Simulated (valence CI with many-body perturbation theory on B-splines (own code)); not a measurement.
## Dy25+: one-electron terms

Level of theory: configuration interaction combined with many-body perturbation theory (CI+MBPT): five valence electrons over a frozen Dirac-Fock core [Kr], a basis of 7 s, 7 p, 8 d, 6 f, 4 g, 1 h functions for each j, with the one-electron correlation potential Σ1 (screened to all orders), the two-electron term Σ2, the three-electron term Σ3, Breit, model QED; selected single and double excitations, second order for the rest, scaled by the run's own slope (own B-spline code, finite nucleus).

No measured spectrum was set against this ion. As an estimate, terms of the open shell hold to 2 to 4 % of their energy, and close levels can change places. Among the levels kept, up to 250 cm⁻¹ of a level comes from second order outside the variational space, and about a tenth of that is noise between levels of different J, which matters for small intervals. The list stops below the first excitations out of the core.

These are the spectroscopic orbitals of the CI (the correlating ones are not listed), shaped by the core and the other valence electrons. h is the expectation value of the core's Dirac-Fock operator, without the valence repulsion; Σ1 is computed up to l = 3 at one energy for each symmetry, that of its lowest orbital but kept below the first core excitation, so for empty shells it is not the orbital's own correlation shift; Breit and QED include the response of the core.

| Orbital | h (hartree) | Σ1 (cm⁻¹) | Breit (cm⁻¹) | QED (cm⁻¹) | ⟨r⟩ (bohr) |
| --- | --- | --- | --- | --- | --- |
| 5s1/2 | -26.71 | -10410 | 2262 | 1775 | 0.9079 |
| 6s1/2 | -17.122 | -4005 | 1181 | 931 | 1.418 |
| 7s1/2 | -11.932 | -2048 | 679 | 542 | 2.047 |
| 5p1/2 | -25.342 | -9989 | 3464 | -32.6 | 0.9299 |
| 6p1/2 | -16.398 | -4032 | 1860 | -15.7 | 1.454 |
| 7p1/2 | -11.504 | -2109 | 1089 | -8.8 | 2.097 |
| 5p3/2 | -24.612 | -9029 | 2051 | 140 | 0.9602 |
| 6p3/2 | -16.02 | -3749 | 1117 | 77.0 | 1.490 |
| 7p3/2 | -11.281 | -1984 | 709 | 46.0 | 2.140 |
| 4d3/2 | -38.827 | -21101 | 3806 | -486 | 0.5220 |
| 5d3/2 | -22.404 | -8911 | 1535 | -155 | 0.9857 |
| 6d3/2 | -14.843 | -4063 | 813 | -79.4 | 1.551 |
| 4d5/2 | -38.452 | -20519 | 2055 | -282 | 0.5284 |
| 5d5/2 | -22.248 | -8806 | 884 | -78.1 | 0.9935 |
| 6d5/2 | -14.76 | -4017 | 473 | -39.6 | 1.560 |
| 4f5/2 | -32.62 | -41408 | 410 | -360 | 0.5126 |
| 5f5/2 | -19.861 | -8775 | 285 | -118 | 1.021 |
| 4f7/2 | -32.539 | -38088 | -509 | -298 | 0.5150 |
| 5f7/2 | -19.825 | -8608 | -75.1 | -93.2 | 1.024 |
| 5g7/2 | -18.2 |  | -97.4 | -38.5 | 0.9939 |
| 5g9/2 | -18.192 |  | -158 | -30.6 | 0.9946 |

Among the shells of the start configuration 4d5, Σ1 is largest in size for 4d3/2, where it is 0.25 % of h.

Lowest root of each symmetry, sizes in configuration state functions:

```csv
J,Parity,Roots,Reference,Variational,Second order,Change by selected CI (cm⁻¹),Change by second order (cm⁻¹)
1/2,even,4,86,23553,351168,-8914,-31
3/2,even,7,153,26966,802586,-8591,-76
5/2,even,10,197,28003,959458,-7262,-109
7/2,even,7,205,25606,1020378,-8411,-213
9/2,even,5,190,25713,858160,-8605,-210
11/2,even,3,154,26044,684756,-8592,-85
13/2,even,1,114,20226,495006,-8963,-45
1/2,odd,19,48,31987,683136,-12683,-192
3/2,odd,32,83,31863,1307373,-12604,-564
5/2,odd,40,100,30312,1724121,-14150,-872
7/2,odd,40,99,29529,1977050,-13280,-997
9/2,odd,38,80,28517,2024895,-12208,-1148
11/2,odd,31,57,29316,2066895,-13516,-1243
13/2,odd,22,34,29130,1693029,-13617,-1058
15/2,odd,13,17,30454,1333743,-14066,-465
17/2,odd,6,6,31018,960794,-14124,-223
19/2,odd,2,2,25927,531016,-14620,-25
```
